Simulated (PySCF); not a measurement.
This PySCF input asks for the NMR shieldings of SMILES C=C(BC)[C@@H]1[SiH2][C@H]1OC, C6H13BOSi; the geometry comes from GFN2-xTB.

```python
import basis_set_exchange as bse
import numpy as np
from pyscf import gto, dft
from pyscf.prop import nmr

atoms = """
C    -1.424129   -1.703498   -0.401151
C    -1.087661   -0.477264    0.032291
B    -2.050038    0.280365    0.991550
C    -2.116214    1.850622    1.068039
C     0.137633    0.195759   -0.439707
Si    0.574797    0.381366   -2.287484
C     1.370376   -0.611115   -0.900788
O     2.609181   -0.155645   -0.430564
C     2.860648   -0.508114    0.909504
H    -0.858731   -2.248922   -1.140780
H    -2.310179   -2.191231   -0.033126
H    -2.767332   -0.344937    1.680128
H    -1.784237    2.172250    2.060421
H    -1.515042    2.377015    0.329826
H    -3.145603    2.200481    0.978180
H     0.419907    1.038720    0.184394
H    -0.260863   -0.335946   -3.232261
H     1.247791    1.585746   -2.720398
H     1.272619   -1.694288   -0.824888
H     2.870517   -1.598911    1.029645
H     3.840728   -0.104930    1.161537
H     2.105423   -0.088136    1.583998
"""
names = dict.fromkeys(["C", "B", "Si", "O", "H"], "pcSseg-1")
basis = {el: gto.basis.parse(bse.get_basis(n, elements=[el], fmt="nwchem")) for el, n in names.items()}
mol = gto.M(atom=atoms, basis=basis, charge=0, verbose=0)
mf = dft.RKS(mol, xc="PBE0")
mf.grids.level = 2
mf.grids.alignment = dft.numint.BLKSIZE   # the property module wants whole blocks of grid points
mf.conv_tol = 1e-9
mf.kernel()

calc = nmr.RKS(mf)   # GIAO
C = mf.mo_coeff
Co = C[:, mf.mo_occ > 0]
resp = mf.gen_response(singlet=True, hermi=2)
def vind(x):   # induced exchange potential for any number of trial vectors
    d = np.einsum("pi,xij,qj->xpq", C, 2 * x.reshape(-1, C.shape[1], Co.shape[1]), Co, optimize=True)
    return np.einsum("xpq,pi,qj->xij", resp(d - d.transpose(0, 2, 1)), C, Co, optimize=True).ravel()
mo1, _ = nmr.rhf.solve_mo1(calc, with_cphf=vind)
sigma = calc.kernel(mo1)
for i, s in enumerate(sigma):   # ppm
    w = np.linalg.eigvalsh((s + s.T) / 2)
    print("%2d %-2s iso %8.1f  s11 %8.1f  s22 %8.1f  s33 %8.1f" % (i, mol.atom_pure_symbol(i), w.mean(), *w))
```

Question: What does it print?

Answer: 
```
 0 C  iso     52.7  s11    -52.2  s22     48.7  s33    161.6
 1 C  iso     16.4  s11    -89.7  s22    -33.8  s33    172.7
 2 B  iso     22.3  s11    -45.3  s22     -0.2  s33    112.5
 3 C  iso    174.0  s11    148.1  s22    181.3  s33    192.5
 4 C  iso    162.3  s11    128.8  s22    154.1  s33    204.1
 5 Si iso    458.9  s11    351.6  s22    405.4  s33    619.6
 6 C  iso    115.2  s11     71.7  s22     89.6  s33    184.2
 7 O  iso    302.9  s11    263.0  s22    297.4  s33    348.5
 8 C  iso    126.2  s11     92.6  s22    103.3  s33    182.9
 9 H  iso     26.3  s11     21.1  s22     25.2  s33     32.5
10 H  iso     26.0  s11     23.8  s22     24.8  s33     29.6
11 H  iso     24.5  s11     19.9  s22     26.2  s33     27.4
12 H  iso     30.8  s11     26.5  s22     29.1  s33     36.7
13 H  iso     30.0  s11     25.4  s22     30.5  s33     34.2
14 H  iso     30.5  s11     26.5  s22     28.1  s33     36.7
15 H  iso     29.8  s11     24.3  s22     29.3  s33     35.7
16 H  iso     29.1  s11     24.2  s22     27.2  s33     35.8
17 H  iso     28.4  s11     23.4  s22     26.1  s33     35.6
18 H  iso     27.7  s11     23.3  s22     27.2  s33     32.7
19 H  iso     28.6  s11     25.1  s22     26.0  s33     34.6
20 H  iso     28.0  s11     24.0  s22     25.1  s33     34.9
21 H  iso     28.4  s11     23.9  s22     27.7  s33     33.5
```

These numbers come from an equivalent density-fitted implementation of the same equations, which agrees with the script to about 0.01 ppm for H and up to a few tenths of a ppm for heavy atoms, so last digits may differ.

Size and cost of the density-fitted run: 225 basis functions, 3.2 min wall time on 1 thread of an Intel Xeon, shared host; peak memory 1 GiB.
